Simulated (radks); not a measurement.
Problem. Radial electron density D(r) = 4 pi r^2 rho(r) of an atom or ion with 11 electrons. Calculated with a radial shooting solver on a logarithmic mesh with Libxc functionals: scalar-relativistic Kohn-Sham, exchange-only LDA, spin-polarised, spherical densities, finite nucleus; Fermi nuclear charge, rms radius of each element as measured or else 0.836 A^(1/3) + 0.57 fm.

r (bohr),D(r) (e/bohr),spin D(r)
0.005566,0.8959,0.00479
0.007019,1.356,0.00724
0.008852,2.027,0.0108
0.01116,2.986,0.0158
0.01408,4.313,0.0228
0.01775,6.082,0.0318
0.02239,8.321,0.0429
0.02824,10.96,0.0552
0.03561,13.77,0.0666
0.04491,16.30,0.0734
0.05664,17.97,0.0708
0.07142,18.20,0.0551
0.09007,16.80,0.0274
0.1136,14.39,-0.000193
0.1433,12.34,-0.00384
0.1807,12.10,0.0415
0.2278,14.00,0.134
0.2873,16.53,0.221
0.3624,17.23,0.216
0.4533,14.78,0.102
0.5717,9.869,-0.00297
0.721,5.060,0.117
0.9093,2.236,0.503
1.147,1.256,0.863
1.446,0.8945,0.842
1.824,0.4878,0.484
2.3,0.1553,0.155
2.9,0.02509,0.0251
3.658,0.001786,0.00179

What is the nuclear charge?

Solution. Z = 16. The innermost maximum, from 1s, lies near gamma/Z bohr with gamma = sqrt(1 - (Z/c)^2) = 0.993, here 0.0621 bohr (found: 0.0659), and its height grows with Z. The density is that of the sulfur ion S5+ in [Ne] 3s1; the configuration itself is not fixed sharply by these data, and Z only to about a unit. D(r) has 2 maxima, at r = 0.0659, 0.343 bohr, and minima at 0.165 bohr, inside which lie 2.19 electrons.
